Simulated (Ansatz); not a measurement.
Reaction (cleavage of the Si–P bond): `N[SiH2]P` + `OCO` → `N[SiH2]OCO` + PH₃

Calculated with Ansatz (gas phase, PBE0-D4/def2-TZVP geometries, no zero-point term in ΔE). CCSD(T)/CBS is the MP2 limit (def2-TZVPP, def2-QZVPP) plus CCSD(T) − MP2 in def2-TZVPP, frozen cores. This one scheme is used for every species. DFT in def2-TZVPP. One conformer a species, not always the lowest.

CCSD(T)/CBS gives -86.6 kJ/mol.

Another level gave -91.1 kJ/mol. Which?
A. HF/def2-TZVPP
B. B2PLYP/def2-TZVPP
C. PBE/def2-TZVPP
D. PBE0/def2-TZVPP

B. B2PLYP -91.1, PBE0 -73.0, HF/def2-TZVPP -104.3, PBE -68.6 kJ/mol.

Largest T1 diagnostic among the species: 0.013.

From PBE to PBE0 (25 % exact exchange), in def2-TZVPP and without D4, ΔE moves by −4.4 kJ/mol. In def2-TZVPP, CCSD(T) changes the Hartree–Fock value by +14.3 kJ/mol (the triples alone add +2.2 kJ/mol) and MP2 by +13.3 kJ/mol.
